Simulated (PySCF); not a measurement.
Atoms are numbered as in `[CH3:1][CH2:2][c:3]1[cH:4][cH:5][cH:6][cH:7][c:8]1[C:9]([F:10])([F:11])[F:12]`. Hydrogens are named by the atom that carries them.

No solvent, fast rotation and ring inversion assumed for equivalent nuclei, non-relativistic, one computed conformer. GFN2-xTB structure; NMR shieldings at PBE0/pcSseg-1/GIAO; PySCF 2.14.

Task: Predict the 2D correlation tables (HSQC, COSY, HMBC).

Result: 

HSQC (one-bond C–H):
```
          δH          δC
8.04 (H(C7))  132.5 (C7)
7.80 (H(C5))  137.8 (C5)
7.63 (H(C4))  136.5 (C4)
7.60 (H(C6))  131.0 (C6)
3.01 (H(C2))   31.3 (C2)
1.29 (H(C1))   21.6 (C1)
```

COSY cross peaks (H two or three bonds apart, from the bond graph; peaks can be absent where the dihedral angle is near 90°):
```
          δH            δH
8.04 (H(C7))  7.60 (H(C6))
7.80 (H(C5))  7.63 (H(C4))
7.80 (H(C5))  7.60 (H(C6))
3.01 (H(C2))  1.29 (H(C1))
```

HMBC (two and three bonds, from the bond graph):
```
          δH                                                          δC
8.04 (H(C7))  151.9 (C3), 137.8 (C5), 134.4 (C9), 133.7 (C8), 131.0 (C6)
7.80 (H(C5))              151.9 (C3), 136.5 (C4), 132.5 (C7), 131.0 (C6)
7.63 (H(C4))   151.9 (C3), 137.8 (C5), 133.7 (C8), 131.0 (C6), 31.3 (C2)
7.60 (H(C6))              137.8 (C5), 136.5 (C4), 133.7 (C8), 132.5 (C7)
3.01 (H(C2))               151.9 (C3), 136.5 (C4), 133.7 (C8), 21.6 (C1)
1.29 (H(C1))                                       151.9 (C3), 31.3 (C2)
```

δ = σ(ref) − σ, references computed at the same level: ¹H (σ = 31.72 ppm), ¹³C (σ = 186.93 ppm) against TMS.

Short H···H contacts in this conformer between protons four or more bonds apart (candidates for NOE cross peaks, intensity ∝ r⁻⁶): H(C2)···H(C4) 2.42 Å, H(C1)···H(C4) 2.74 Å.

Shifts are as computed. Against solution values, carbons near 30 ppm lie about +3 ppm off and those near 130 ppm about +5 ppm. Of 1211 compounds with measured shifts, 218 miss one by over three times the rms of a fit or turn the order of signals round; such compounds aren't used in these exercises.
